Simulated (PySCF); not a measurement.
# Levels of Tm⁵⁶⁺ from EOM-EA-GCCSD

Reference: closed-shell Tm⁵⁷⁺, [Ne] 3s2; one electron is added. Calculated with PySCF 2.14, two-component X2C-1e with screened spin-orbit coupling, an even-tempered Gaussian basis (17 s from 5.9 bohr⁻², ratio 2.6; 14 p from 7.7 bohr⁻², ratio 2.6; 6 d from 7.9 bohr⁻², ratio 2.8; 4 f from 110 bohr⁻², ratio 2.8); frozen 1s2; the 52 highest virtual spinors dropped; of the others 56 kept and the rest restored at second order. No Breit or QED terms. Binding energies in eV.

```json
{"level": "3p1/2", "Koopmans": "5658.8", "second order": "5660.6", "EOM-CCSD": "5659.9"}
{"level": "3p3/2", "Koopmans": "5393.2", "second order": "5395.8", "EOM-CCSD": "5395.9"}
{"level": "3d3/2", "Koopmans": "5187.9", "second order": "5201.8", "EOM-CCSD": "5180.2"}
{"level": "3d5/2", "Koopmans": "5128.8", "second order": "near a pole", "EOM-CCSD": "5129.7"}
```

Electric-dipole lines between these computed levels:

```csv
lower,upper,ΔE (eV),vacuum wavelength (nm)
3p1/2,3d3/2,479.73,2.584
3p3/2,3d3/2,215.72,5.747
3p3/2,3d5/2,266.25,4.657
```

In EOM-CCSD the overlap with the one-orbital guess is low for 3d3/2 (weight 0.81). That can mean mixing with two-particle, one-hole states, where second order and EOM-CCSD lose accuracy, or only a rotation among the degenerate components of the shell; the terms of those configurations are not listed.

For comparison, the ionisation energy of Tm⁵⁶⁺ is 5656 ± 5 eV (theoretical estimate listed by NIST; NIST Atomic Spectra Database, ionization energies).

Only part of the computed levels is shown.
